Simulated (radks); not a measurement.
Initial-state core-level shifts of the ytterbium ion Yb+ when its valence configuration changes from [Xe] 4f14 6s1. All-electron calculation, Dirac Kohn-Sham, PBE, spin-unpolarised, spherical densities, finite nucleus; open shells fill j = l - 1/2 first; Fermi nuclear charge, rms radius 5.3108 fm. Program: a radial shooting solver on a logarithmic mesh with Libxc functionals. Shifts are changes of the shell-averaged eigenvalues in eV (positive: less bound); the change of the density at the nucleus, which sets a Mossbauer isomer shift, is in e/bohr^3, on a base of 1.027e+06.

| valence | 3p | 4p | 4d | 5s | density at nucleus |
|---|---|---|---|---|---|
| 4f14 6s0.5 6p0.5 | -0.619 | -0.625 | -0.627 | -0.655 | -22.6 |
| 4f13 6s1 6p1 | -11.214 | -10.938 | -10.748 | -7.707 | +56.9 |
| 4f13 5d1 6s1 | -7.752 | -7.441 | -7.230 | -4.127 | +43.6 |
| 4f13 6s2 | -10.002 | -9.718 | -9.527 | -6.474 | +109.9 |
| 4f13 6s1.5 6p0.5 | -10.614 | -10.334 | -10.143 | -7.097 | +83.8 |
| 4f13.5 6s1 6p0.5 | -5.322 | -5.220 | -5.137 | -3.774 | +26.1 |
| 4f14 6p1 | -1.226 | -1.240 | -1.245 | -1.301 | -45.9 |
| 4f12 5d2 6s1 | -16.679 | -15.781 | -15.283 | -8.206 | +95.4 |
| 4f14 5d0.5 6s0.5 | +0.773 | +0.791 | +0.801 | +0.879 | -25.5 |
